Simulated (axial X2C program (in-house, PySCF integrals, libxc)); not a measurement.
Curves of EuH from open-shell CI on f6 s2

Calculated with an axial X2C code built on PySCF integrals: two-component X2C with atomic mean-field Coulomb and Gaunt terms, basis Eu dyall-v3z, H dyall-v3z (cores contracted in-house). Orbitals come from Hartree–Fock averaged over the configuration Eu f6 s2; CI then distributes these electrons over the f, s shells of Eu.

Scan along the bond; masses Eu 152.921 u, H 1.008 u. Energies in cm⁻¹ from the lowest point; levels are followed by energy order within each Ω. Lowest level at 1.984 Å: 100% f6 s2.

```tsv
R (Å)	(1)Ω=0	(1)Ω=1	(1)Ω=2	(2)Ω=0	(2)Ω=1
1.845	810	998	1541	2033	2348
1.915	202	393	943	1396	1707
1.984	0	192	748	1168	1477
2.063	162	356	917	1301	1610
2.143	662	858	1423	1774	2085
2.232	1523	1721	2291	2606	2921
2.341	2897	3098	3672	3945	4266
```

(1) Fit the curves (1)Ω=0, (1)Ω=1, (1)Ω=2, (2)Ω=0, (2)Ω=1 near their minima.

The 5 lowest curves are shown; the next is (1)Ω=3, from 1668 cm⁻¹.

Dynamic correlation is missing, so gaps between terms are too wide and other configurations may lie lower; the lowest level listed is that of this model, not necessarily the ground state. At most 4 roots were kept for each Ω > 0 (twice that for Ω = 0) within 2.2 eV of the lowest, so higher up levels can be missing between those listed; levels with Ω > 0 are doubly degenerate and listed once, Ω = 0 levels singly.

Answers

(1) From the open-shell CI curves, Te from the lowest:

| level | Te (cm⁻¹) | Re (Å) | ωe (cm⁻¹) |
| --- | --- | --- | --- |
| (1)Ω=0 | 0 | 1.990 | 1494.6 |
| (1)Ω=1 | 192 | 1.990 | 1495.4 |
| (1)Ω=2 | 748 | 1.989 | 1496.2 |
| (2)Ω=0 | 1165 | 1.996 | 1483.9 |
| (2)Ω=1 | 1473 | 1.996 | 1487.9 |

Without dynamic correlation distances can be off by several hundredths of an Å (long for ionic bonds, short for multiple bonds) and the wavenumbers are rough.
